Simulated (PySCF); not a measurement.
**I (iodine, neutral) across methods**

[Kr] 4d10 5s2 5p5, 2P determinant. Calculation: PySCF 2.14, in x2c-QZVPPall with one added diffuse shell each of s, p, d, f type (14s10p8d5f1g, 128 functions); scalar relativity by spin-free X2C-1e.

```csv
method,E (hartree),mean ε 5s β (eV),mean ε 5p α (eV),mean ε 5p β (eV),Σ⟨r²⟩ (bohr²),⟨S²⟩
UHF,-7112.75464,-22.672,-11.429,-10.420,61.97,0.761
LDA,-7109.17,-17.307,-7.505,-6.880,61.56,0.751
PBE0,-7115.32,-18.675,-8.613,-7.881,61.43,0.754
wB97X-V,-7115.37,-21.507,-10.860,-10.219,61.45,0.753
MN15,-7120.65,-19.356,-9.205,-8.464,61.41,0.754
PBE,-7115.24,-16.984,-7.395,-6.734,61.71,0.753
M06,-7115.79,-18.373,-8.374,-7.652,61.65,0.753
```

Question: Estimate the same row for r2SCAN.

Answer: E (hartree) = -7115.67; mean ε 5s β (eV) = -17.331; mean ε 5p α (eV) = -7.759; mean ε 5p β (eV) = -7.004; Σ⟨r²⟩ (bohr²) = 61.38; ⟨S²⟩ = 0.756.
